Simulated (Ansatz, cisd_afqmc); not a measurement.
Species: Si, charge -1, quartet.

Total energies in aug-cc-pV(T+d)Z, 5 correlated electrons, 5 frozen orbitals. UHF or UKS for unpaired electrons; spin-orbit terms are left out. Cores are frozen in correlated methods. No relativity. AFQMC is phaseless with a CISD trial state; ± is one standard error, without the phaseless bias. Outlying blocks are dropped, and bars are widened where a walk drifts. Over all cases where full CI ran beside it in this data, AFQMC minus full CI had a median of +0.1 mEh and passed +0.4 mEh in a tenth of the cases. Full CI freezes restricted core orbitals and the other rows unrestricted ones, which leaves a small offset even where coupled cluster is exact.

```json
[
 {"method": "HF", "program": "Ansatz", "energy (Eh)": "-288.88805", "error against FCI (mEh)": "98.35"},
 {"method": "MP2", "program": "Ansatz", "energy (Eh)": "-288.96445", "error against FCI (mEh)": "21.95"},
 {"method": "CCSD", "program": "Ansatz", "energy (Eh)": "-288.98036", "error against FCI (mEh)": "6.04"},
 {"method": "CCSD(T)", "program": "Ansatz", "energy (Eh)": "-288.98515", "error against FCI (mEh)": "1.25"},
 {"method": "CCSDT(Q)", "program": "Ansatz", "energy (Eh)": "-288.98639", "error against FCI (mEh)": "0.00"},
 {"method": "CCSDTQ", "program": "Ansatz", "energy (Eh)": "-288.98644", "error against FCI (mEh)": "-0.04"},
 {"method": "AFQMC/CISD", "program": "cisd_afqmc", "energy (Eh)": "-288.9859 ± 0.0002", "error against FCI (mEh)": "0.5 ± 0.2"},
 {"method": "FCI", "program": "Ansatz", "energy (Eh)": "-288.98640", "error against FCI (mEh)": "0.00"}
]
```

Ansatz is an electronic-structure program.
